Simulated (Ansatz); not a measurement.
CrN2H4⁺, that is Cr(NH2)2 with one electron fewer. Charge 1, multiplicity 4. Geometry PBE0-D4/def2-TZVP, that of the neutral quintet; atoms count from 1.

Cartesian coordinates in Å:
```
Cr -0.130 0.244 0.285
N 0.177 1.483 -1.084
H 1.073 1.885 -1.326
H -0.462 1.693 -1.841
N -0.225 -1.391 1.191
H 0.545 -1.852 1.657
H -0.979 -2.062 1.117
```

The charge 1 quartet is spin-contaminated (final ⟨S²⟩ up to 4.16, 3.75 for a pure state).

Question: Estimate the Mulliken populations from the PBE0/def2-TZVP orbitals of Ansatz.

Answer: 
```
atom  charge (e)  spin (α − β)  d electrons
 Cr1        1.19          3.79         4.41
  N2       -0.68         -0.44            –
  H3        0.29          0.02            –
  H4        0.29          0.02            –
  N5       -0.68         -0.44            –
  H6        0.29          0.02            –
  H7        0.29          0.02            –
```
Mulliken values depend strongly on the basis.

Question: Where does the spin sit?

Answer: Summed by element: Cr 3.79, N -0.87, H 0.08, of 3 unpaired in all. Largest on single atoms: Cr1 3.79, N2 -0.44, N5 -0.44.

Question: And the Mayer bond orders between heavy atoms (over 0.3)?

Answer: Cr1–N2 1.05 (1.87 Å); Cr1–N5 1.05 (1.87 Å).
